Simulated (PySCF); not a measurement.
## Rhodium: highly charged ions in a basis for the neutral atom

Rh⁹⁺ [Kr], Rh¹⁰⁺ [Ar] 3d10 4s2 4p5. Computed with PySCF 2.14 in cc-pVTZ-PP with ECP28MDF (5s5p4d2f1g, 63 functions), with a scalar-relativistic core potential. No spin-orbit coupling, so a gap to NIST mixes the basis error with missing relativistic terms.

Changed run: basis of the neutral atom used for a highly charged ion. This setting is unsound on purpose.

```json
{"species": "Rh⁹⁺", "method": "UHF", "sound run (hartree)": "not run", "changed run (hartree)": "-87.93110", "converged": "yes"}
{"species": "Rh⁹⁺", "method": "TPSS", "sound run (hartree)": "not run", "changed run (hartree)": "-88.27823", "converged": "yes"}
{"species": "Rh⁹⁺", "method": "BP86", "sound run (hartree)": "not run", "changed run (hartree)": "-88.32343", "converged": "yes"}
{"species": "Rh¹⁰⁺", "method": "UHF", "sound run (hartree)": "not run", "changed run (hartree)": "-80.29571", "converged": "yes"}
{"species": "Rh¹⁰⁺", "method": "TPSS", "sound run (hartree)": "not run", "changed run (hartree)": "-80.61431", "converged": "yes"}
{"species": "Rh¹⁰⁺", "method": "BP86", "sound run (hartree)": "not run", "changed run (hartree)": "-80.65103", "converged": "yes"}
```

Ionisation energy of Rh⁹⁺:

| method | changed run (eV) | NIST (eV) |
| --- | --- | --- |
| UHF | 207.77 | 207.51 ± 0.05 |
| TPSS | 208.55 | 207.51 ± 0.05 |
| BP86 | 208.78 | 207.51 ± 0.05 |

The contracted functions were made for the neutral atom and can be too rigid for a highly charged ion.
